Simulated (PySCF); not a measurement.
Coordinates in bohr (charge 0 multiplicity 3):
```
Os    0.5708    0.0000    0.0000
N    -2.8578    0.0000    0.0000
N    -4.9666    0.0000    0.0000
```

Level of theory: PySCF, UPBE0, basis Os def2-TZVP with ECP60, N def2-TZVP (scalar-relativistic core potentials, no spin–orbit coupling, density fitting).

This geometry of OsN₂ is a stationary point at this level.

Problem. What is the point group?

Solution. C∞v.

Problem. Is it a minimum?

Solution. Yes: all harmonic wavenumbers are real.

Problem. List the harmonic modes with their infrared intensities.

Solution. 
| symmetry | ω (cm⁻¹) | IR (km/mol, summed over degenerate members) |
| --- | --- | --- |
| π | 414 | 3.7 |
| σ+ | 573 | 35.9 |
| σ+ | 2233 | 564 |

Problem. Give the ideal-gas entropy at 298.15 K and 1 bar by parts.

Solution. translation 176.1, rotation 70.6, vibration 9.7, spin 9.1; total 265.6 J/(mol K).

In C∞v the vibrations span π + 2σ+.

This need not be the most stable arrangement of these atoms. With open d or f shells other occupations or spin states may lie lower. No spin–orbit coupling is included, which matters more the heavier the element.
